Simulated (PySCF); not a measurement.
C4H3S, SMILES [c]1cccs1, multiplicity 2. Geometry optimised at PBE-D3(BJ)/def2-SVP. The isomer is the one that the SMILES or the coordinates give; other isomers of the formula were not compared.

Level of theory: PBE-D3(BJ)/def2-SVP run with PySCF.

Harmonic wavenumbers (cm⁻¹): 349, 508, 595, 648, 709, 748, 809, 837, 868, 1016, 1045, 1167, 1298, 1415, 1520, 3138, 3161, 3182. Rotational constants (GHz): 8.825, 5.211, 3.276; symmetry number 1.

Question: Work out the zero-point energy and the ideal-gas rigid-rotor harmonic-oscillator thermochemistry at 298.15 K and 1 atm.

Answer: ZPE = ½ Σ hcν = ½ × 23015 cm⁻¹ = 32.90 kcal/mol. H − E(el) = 36.15 kcal/mol. Entropy in cal/(mol K): translation 39.17, rotation 25.17, vibration 4.00, spin 1.38, total 69.71. G − E(el) = 15.36 kcal/mol. Cp = 17.29 cal/(mol K).
